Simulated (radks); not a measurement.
Spherical quantum dot in the effective-mass picture: electrons in a parabolic well V = omega^2 r^2 / 2 with omega = 0.771, with a point charge +1 (a donor) at the centre, all in effective atomic units (hartree* = m*/eps^2 hartree, bohr* = eps/m* bohr), one dielectric constant everywhere. Calculated with a radial shooting solver with Libxc functionals: non-relativistic Kohn-Sham, LDA (Slater exchange, Perdew-Wang correlation), spin-polarised, spherical densities. Levels are named by radial order and angular momentum (1s, 1p, 1d, 2s, ...), and open shells are averaged over m. Results are scaled to m* = 0.231 and eps = 6.4, for which hartree* = 153.5 meV and bohr* = 1.466 nm.

N = 35, configuration 1s2 1p6 1d10 2s2 1f14 2p(up 1, down 0). This is the lowest configuration that the search found. Occupied and some empty levels:

| level | occupation | eigenvalue (meV) | <r> (nm) |
|---|---|---|---|
| 1s up | 1 | 1893.5 | 2.397 |
| 1s down | 1 | 1896.1 | 2.426 |
| 1p up | 3 | 1958.6 | 3.865 |
| 1p down | 3 | 1959.8 | 3.885 |
| 2s up | 1 | 1988.7 | 3.844 |
| 2s down | 1 | 1990.0 | 3.818 |
| 1d up | 5 | 2008.8 | 4.495 |
| 1d down | 5 | 2009.6 | 4.499 |
| 1f up | 7 | 2062.4 | 4.922 |
| 1f down | 7 | 2063.1 | 4.921 |
| 2p up | 1 | 2071.9 | 4.165 |
| 2p down | 0 | 2074.0 | 4.167 |
| 1g up | 0 | 2120.8 | 5.257 |
| 1g down | 0 | 2121.4 | 5.255 |
| 3s up | 0 | 2122.0 | 4.271 |
| 3s down | 0 | 2123.2 | 4.276 |
| 2d up | 0 | 2143.3 | 4.598 |
| 2d down | 0 | 2144.8 | 4.610 |

Energy (meV): total 43171.2, kinetic 3728.9, external 13533, Hartree 28054, exchange-correlation -2144.8.
